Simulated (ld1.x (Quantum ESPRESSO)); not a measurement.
## u(r) = r·R(r): atom against pseudo-atom (sulfur)

Columns: radius, all-electron u(r) and pseudo u(r) of the 3s shell (level -17.96 eV) of sulfur in the configuration [Ne] 3s1 3p5; LDA (PZ), scalar-relativistic, TM scheme, ld1.x (Quantum ESPRESSO) 7.5.

```csv
r (bohr),all-electron,pseudo
0.078,0.1801,0.1248
0.155,-0.0994,0.2238
0.232,-0.3267,0.2817
0.310,-0.4148,0.2960
0.388,-0.3824,0.2802
0.465,-0.2740,0.2570
0.542,-0.1254,0.2444
0.620,0.0397,0.2550
0.698,0.2019,0.2977
0.775,0.3489,0.3757
0.852,0.4774,0.4800
0.930,0.5865,0.5865
1.008,0.6741,0.6741
1.085,0.7406,0.7406
1.162,0.7889,0.7889
1.240,0.8213,0.8213
1.318,0.8393,0.8393
1.395,0.8450,0.8450
1.472,0.8408,0.8408
1.550,0.8284,0.8284
1.628,0.8094,0.8094
1.705,0.7856,0.7856
1.782,0.7580,0.7580
1.860,0.7274,0.7274
1.938,0.6948,0.6948
2.015,0.6616,0.6616
```

Problem. How many radial nodes do the two functions have?

Solution. The all-electron 3s function has n − l − 1 = 2; the pseudo-wave has 0, since the states of the same l below it are removed with the core.

Problem. At about which radius was the pseudo-wave matched?

Solution. 0.95 bohr, where the columns begin to agree (steps of 0.08 bohr).

Problem. Where does each function peak?

Solution. Outermost all-electron maximum near 1.40 bohr, pseudo maximum near 1.40 bohr (to the table’s step).

Problem. Is the pseudo-wave norm-conserving?

Solution. Yes: the TM scheme keeps the norm inside the radius equal to the all-electron one, which fixes the energy derivative of the logarithmic derivative at the level.
